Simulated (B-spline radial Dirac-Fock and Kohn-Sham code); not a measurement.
**Photoionisation of zinc ions at W Kα (59318.2 eV)**

Model: a relativistic central-field model (Hartree-Slater potential of the initial state, Latter tail, multipole expansion of the photon field, Dirac-Fock thresholds). Program: a radial finite-basis atomic code. Cross sections in kb; a dash marks an empty subshell or a threshold above the photon energy.

| ion | configuration | total | 2s | 2p1/2 | 2p3/2 | 3s | 4s |
| --- | --- | --- | --- | --- | --- | --- | --- |
| Zn | [Ar] 3d10 4s2 | 0.1706 | 0.0135 | 0.000810 | 0.00133 | 0.00199 | 0.000128 |
| Zn¹²⁺ | [Ne] 3s2 3p6 | 0.1713 | 0.0136 | 0.000812 | 0.00133 | 0.00262 | – |
| Zn¹⁷⁺ | [Ne] 3s2 3p1 | 0.1718 | 0.0138 | 0.000833 | 0.00137 | 0.00304 | – |
| Zn²⁴⁺ | [He] 2s2 2p2 | 0.1699 | 0.0155 | 0.000328 | 0.000540 | – | – |
| Zn²⁶⁺ | [He] 2s2 | 0.1703 | 0.0162 | – | – | – | – |
| Zn²⁹⁺ | 1s1 | 0.07858 | – | – | – | – | – |

Values without a named source are computed, but for edge energies of neutral atoms, which are taken from tables.
